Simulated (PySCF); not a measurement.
Input of a run (B3LYP/def2-SVP geometry optimisation, gas phase (PySCF 2.14.0)), started from GFN2-xTB:
```
{"job": {"xc": "B3LYP", "basis": "def2-SVP", "grid": 1, "kind": "geom"}, "charge": 0, "multiplicity": 1}
N      3.560143     0.626991     0.034732
C      2.430993     0.429019     0.024011
C      1.038044     0.183621     0.009784
C      0.143093     1.249965     0.100803
C     -1.216135     1.002352     0.085713
C     -1.686559    -0.297390    -0.020972
C     -0.797412    -1.357332    -0.110558
C      0.564424    -1.124549    -0.093950
H      0.520648     2.258611     0.181819
H     -1.911349     1.825464     0.158309
H     -2.749704    -0.484974    -0.034228
H     -1.166963    -2.368665    -0.192626
H      1.266388    -1.942627    -0.160566
```

Output (energies in Eh, forces in Eh/bohr):
```
step   0  E = -324.25408584  max force = 0.036731
step   1  E = -324.25648070  max force = 0.001675
step   2  E = -324.25649057  max force = 0.000351
optimisation converged
```

Summarise the run.

The energy falls by 1.5 kcal/mol over 3 energy and gradient evaluations, the largest force component goes from 0.0367 to 3.5e-04 Eh/bohr, and the atoms move by 0.025 Å rms after alignment. The bond that changes most is C2–C3 (nitrile carbon to substituted aromatic carbon), which lengthens by 0.023 Å. Bonds longer at the end by more than 0.005 Å: 13 of 13; shorter: 0. The energy never rose by more than 1e-6 Eh on the way. The first step brought 100 % of the lowering.

What are the final bond lengths?

N1≡C2 1.161 Å, C2–C3 1.437 Å, C3–C4 1.408 Å, C4–C5 1.395 Å, C5–C6 1.399 Å, C6–C7 1.399 Å, C7–C8 1.395 Å, C3–C8 1.408 Å, C4–H9 1.092 Å, C5–H10 1.093 Å, C6–H11 1.093 Å, C7–H12 1.093 Å, C8–H13 1.092 Å. Numbering counts from 1 in the input's order; the species is benzonitrile, `N#Cc1ccccc1`.

The run used 137 basis functions and 24 SCF cycles in all. On one thread, Arm Neoverse V2 (aarch64), no GPU, shared host with 96 logical CPUs at a one-minute load of 27, this took 14 s wall and 0.58 GiB of memory at its peak.

B3LYP/def2-SVP frequencies: not computed here.
